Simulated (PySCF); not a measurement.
H$_{3}$O$_{4}$Si (SMILES [O][Si](O)(O)O), doublet, geometry from GFN2-xTB. Base run: PySCF with PBE0/def2-SVP.

Here is a job for PySCF.
```python
from pyscf import gto, scf, dft

mol = gto.Mole()
mol.atom = '''
    O    -1.00135158    0.75702035    1.02048211
    Si   -0.08129137    0.05355563   -0.05845249
    O    -0.77421961   -1.10000715   -0.94590338
    O     0.86686395    0.91564483   -1.04385610
    O     0.88284594   -0.58032016    1.15669842
    H    -0.47389586   -1.24570102   -1.83875337
    H     1.36877708    1.64234506   -0.68556789
    H     0.45008814   -1.08512578    1.84328787
'''
mol.basis = 'def2-svp'
mol.spin = 1
mol.verbose = 3
mol.build()

mf = dft.UKS(mol)
mf.xc = 'pbe0'
mf.kernel()
```

The base run was repeated with changes; each row names its change, and settings that it needs were set with it.

| change | ΔE vs base (mEh) | fitting functions | dipole (D) |
|---|---|---|---|
| base | 0.000 | - | 1.43 |
| auxbasis = cc-pvtz-ri | -9.243 | 536 | 1.43 |
| auxbasis = even-tempered beta=3.0 | -0.750 | 507 | 1.43 |
| auxbasis = cc-pvqz-jkfit | -0.030 | 725 | 1.43 |
| only_dfj = on; auxbasis = def2-universal-jfit | -0.274 | 280 | 1.43 |
| auxbasis = cc-pvdz-jkfit | 0.027 | 461 | 1.43 |
| auxbasis = def2-svp-ri | -293.2 | 296 | 1.43 |
| auxbasis = even-tempered beta=1.6 | 0.013 | 1075 | 1.43 |
| auxbasis = def2-tzvp-ri | -14.456 | 462 | 1.43 |
| exchange = seminumerical (SGX) (with mf = sgx.sgx_fit(mf, auxbasis='def2-universal-jfit'); with mf.with_df.dfj = True) | -0.272 | 280 | 1.43 |

A fitting set is made for a task (jfit for Coulomb, jkfit for Coulomb and exchange, ri for correlation) and for a family of orbital bases.

Open shells are given as the SCF converged; they aren't shown to be the lowest states, and a large step between rows can be another state.
